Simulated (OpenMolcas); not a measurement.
## Te2+: Slater's ratio, worked from levels

```
Program             : OpenMolcas 26.06
Basis               : ANO-RCC [10s9p8d5f3g]
Scalar Hamiltonian  : DKH2, point nucleus
Active space        : 4 electrons in 9 orbitals (RAS2 5s 5p; RAS3 5d, at most 2 electrons)
State averaging     : 2S+1 = 3 even, 6 roots; 2S+1 = 1 even, 12 roots; 2S+1 = 5 odd, 1 root; 2S+1 = 3 odd, 8 roots; 2S+1 = 1 odd, 8 roots
Spin-orbit coupling : state interaction with AMFI integrals over the reference wave functions, term energies averaged over their components
```

Methods: RASSCF; MS-RASPT2, IPEA 0.25 Eh, imaginary shift 0.1 Eh (closed shells correlated: 4d). Measured levels: the list in Zhang, Palmeri, Quinet and Biemont, Astron. Astrophys. 551, A136 (2013).

**Slater's ratio.** With one set of orbitals, p2 has 1D - 3P = 6 F2 and 1S - 1D = 9 F2 (F2 = F²/25), a ratio of 3/2. Term energies are centres of gravity, weighted by 2J + 1.

```json
{"Source": "RASSCF", "1D - 3P": "12210", "1S - 3P": "25900", "F2 from the first": "2035", "Ratio": "1.121"}
{"Source": "MS-RASPT2", "1D - 3P": "10772", "1S - 3P": "24017", "F2 from the first": "1795", "Ratio": "1.230"}
{"Source": "measured", "1D - 3P": "11237", "1S - 3P": "24275", "F2 from the first": "1873", "Ratio": "1.160"}
```

Energies in cm-1. A ratio away from 3/2 shows effects beyond one configuration with one set of orbitals, and in heavier atoms second-order spin-orbit shifts.

Term energies are means over components that CASPT2 splits; among the terms shown or strongly mixed into the levels shown the widest spread is 23 cm-1 (5s2 5p2 1D, MS-RASPT2). Over all roots computed the reference weight is 0.89 to 0.95 in MS-RASPT2; the roots of lowest weight are the least certain, and an intruder state may touch them. The run also gave levels led by 5s 5p2 5d, 5s2 5p 5d, which use shells meant for correlation; these and all levels above them are left out. Measured partners are found by configuration, term and J. A level has none where our copy of the source lacks it or the pairing is in doubt (some pairs that miss far off the trend of their configuration count as doubtful), and it then counts in no deviation. Only configurations of the active space appear.
